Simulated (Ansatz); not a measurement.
Consider the redistribution: `C[SiH2][SiH2]O` + `C[N]([GeH3])[SiH](O)F` → `CN([SiH2]O)[SiH](O)F` + `C[SiH2][GeH3]`.

Calculated with Ansatz (gas phase, PBE0-D4/def2-TZVP geometries, no zero-point term in ΔE). CBS: MP2 limit from def2 TZ/QZ plus the TZ coupled-cluster correction, frozen cores. Functionals use def2-TZVPP. B3LYP here is the variant with VWN-RPA as its local correlation; programs differ in this. For Ge outer-core shells are correlated without core-valence functions, which leaves a few kJ/mol of doubt a bond. Scalar relativity is left out up to krypton. Each species was taken in one conformer, which may not be the lowest.

Problem. Is it downhill or uphill in electronic energy at CCSD(T)/CBS, and by how much? (Best estimate.)

Solution. Ansatz gave: Downhill: ΔE = -21.5 kcal/mol.

Problem. What do these levels give: r2SCAN, PBE0, B3LYP, MP2/def2-TZVPP, MP2/def2-QZVPP, CCSD/CBS(def2)? (Estimate.)

Solution. Computed: r2SCAN -22.0, PBE0 -20.6, B3LYP -20.8, MP2/def2-TZVPP -21.5, MP2/def2-QZVPP -21.9, CCSD/CBS(def2) -21.5 kcal/mol.

Largest T1 diagnostic among the species: 0.012.

From PBE to PBE0 (25 % exact exchange), in def2-TZVPP and without D4, ΔE moves by −1.0 kcal/mol.
